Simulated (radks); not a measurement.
The numbers below are computed, except where a source is named.
Q: These are the eigenvalues of the occupied orbitals of an atom or ion with whole-number occupations (eV). Level of theory: Dirac Kohn-Sham, PBE, spin-unpolarised, spherical densities, point nucleus (a radial shooting solver on a logarithmic mesh with Libxc functionals).

orbital  eigenvalue
1s1/2     -10261.22
2s1/2     -1295.266
2p1/2     -1150.481
2p3/2     -1122.818
3s1/2     -181.7171
3p1/2     -134.9025
3p3/2     -131.2800
3d3/2      -52.7614
3d5/2      -52.2905

Which element is it, and in what charge state? The configuration may be excited. Open shells, if any, fill j = l - 1/2 first.

A: Z = 31, gallium, charge +3: Ga3+ in [Ar] 3d10. The list shows which subshells hold electrons but not how many an open one holds; the 1s level, -377.09 hartree, gives Z - s = 27.5 by -(Z - s)^2/2, which with screening and relativity narrows Z to a few neighbours, and the depths of the outer levels then fix element, charge and occupations together.
